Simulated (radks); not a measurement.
Results of a calculation; reference values are marked as such.
The oxygen ion O2+, configuration [He] 2s2 2p2 (the NIST ground configuration). Level of theory: scalar-relativistic Kohn-Sham, Slater X-alpha with alpha = 0.949, spin-unpolarised, spherical densities, finite nucleus; Fermi nuclear charge, rms radius 2.6991 fm (a radial shooting solver on a logarithmic mesh with Libxc functionals). Some entries of the table are withheld. Estimate them.

orbital,occ.,eigenvalue (eV),<1/r> (bohr^-1)
1s,2,-577.5419,7.700
2s,2,(1),(2)
2p,2,-48.0102,(3)

Answer. 
(1) 2s eigenvalue (eV): -62.9787
(2) 2s <1/r> (bohr^-1): 1.451
(3) 2p <1/r> (bohr^-1): 1.363
